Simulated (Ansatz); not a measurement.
Start from `CC[O][Ti]([Cl])([O]CC)[O]CC` and change one element to get `CC[O][Hf]([Cl])([O]CC)[O]CC`.

Ansatz, PBE0-D4/def2-TZVP geometries, multiplicity 1. Each molecule was computed in one conformer, which needn't be the lowest.

Elements past krypton have def2 core potentials. Scalar relativity is left out up to krypton.

```csv
property,`CC[O][Ti]([Cl])([O]CC)[O]CC`
HOMO–LUMO gap (ωB97M-V/def2-TZVPP) / eV,11.32
LUMO energy (ωB97M-V/def2-TZVPP) / eV,1.03
LUMO energy (B3LYP/def2-TZVPP) / eV,-1.39
HOMO energy (B3LYP/def2-TZVPP) / eV,-7.74
HOMO–LUMO gap (B3LYP/def2-TZVPP) / eV,6.36
LUMO energy (PBE0/def2-TZVPP) / eV,-1.13
```

Give the same properties after the change, and the shifts. (Estimate.)

Computed: 
```tsv
property	`CC[O][Hf]([Cl])([O]CC)[O]CC`	shift
HOMO–LUMO gap (ωB97M-V/def2-TZVPP) / eV	11.61	0.29
LUMO energy (ωB97M-V/def2-TZVPP) / eV	1.35	0.32
LUMO energy (B3LYP/def2-TZVPP) / eV	-0.10	1.29
HOMO energy (B3LYP/def2-TZVPP) / eV	-7.67	0.07
HOMO–LUMO gap (B3LYP/def2-TZVPP) / eV	7.56	1.20
LUMO energy (PBE0/def2-TZVPP) / eV	0.16	1.29
```

With PBE0 the HOMO rises by 0.11 eV and the LUMO rises by 1.29 eV, so the gap widens by about 1.18 eV. PBE moves the HOMO by 0.13 eV and ωB97M-V by 0.04 eV.

B3LYP here is the variant with VWN-RPA as its local correlation; programs differ in this.
